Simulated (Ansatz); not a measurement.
Relaxation of BBrF2H2O (7 atoms, charge 0, multiplicity 1), to a largest force component of 0.03 eV/Å in at most 50 steps.

These are results of Ansatz, RKS B3LYP-D4/def2-SVP, not measurements.

```xyz
7
Properties=species:S:1:pos:R:3:forces:R:3
B -1.069 -0.313 -0.445 0.01 0.71 0.83
Br -1.598 0.961 1.007 0.23 -0.69 -0.81
F -0.600 0.167 -1.572 -0.03 0.03 0.02
F -1.308 -1.588 -0.307 -0.01 -0.03 0.04
H 1.173 0.488 1.107 0.09 -0.02 -0.05
O 1.561 -0.137 0.475 -0.29 -0.02 -0.08
H 1.841 0.422 -0.264 0.00 0.01 0.05
```

Task: Where does it end, and by what steps?

Result: The forces met the threshold. After 9 steps the energy has fallen by 0.374 eV; O6 moved furthest, 0.59 Å. Joined: B1–O6 (2.79 → 1.71 Å).

```tsv
step	energy less start (eV)	largest force component (eV/Å)	accepted
0	0.0000	0.828	yes
1	-0.0547	1.617	yes
2	-0.0854	1.464	yes
3	-0.2177	0.815	yes
4	-0.3154	0.821	yes
5	-0.3295	0.770	yes
6	-0.3347	0.923	yes
7	-0.3710	0.157	yes
8	-0.3733	0.045	yes
9	-0.3738	0.011	yes
```

```xyz
7
Properties=species:S:1:pos:R:3
B -0.600 -0.237 -0.288
Br -1.532 1.000 1.010
F -0.450 0.260 -1.536
F -0.946 -1.524 -0.186
H 0.982 0.394 1.085
O 1.005 -0.175 0.293
H 1.541 0.283 -0.378
```

Whether the end is a true minimum wasn't checked by a vibrational analysis.

The run took 19 s on 2 threads of Intel(R) Xeon(R) Platinum 8488C (Sapphire Rapids), on a shared host, peak memory 0.23 GiB.
